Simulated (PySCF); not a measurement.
Vertical excitations of a molecule C5H10Si from TDA-PBE/def2-SVPD in PySCF, as energy in eV (oscillator strength): 5.03 (0.030), 5.53 (0.028), 6.04 (0.062), 6.16 (0.012), 6.50 (0.108), 6.57 (0.054). Lowest triplet (TDA): 4.17 eV. Geometry optimised at B3LYP-D3(BJ)/def2-SVP. The values are those of a single conformer.

**Question.** Identify the compound among the candidates.
A. C=C[C@H]1C[C@H]1[SiH3]
B. CC#CC[SiH2]C
C. C=C[SiH2]/C=C/C
D. C#C[C@H]([SiH3])CC

**Answer.** C, C=C[SiH2]/C=C/C
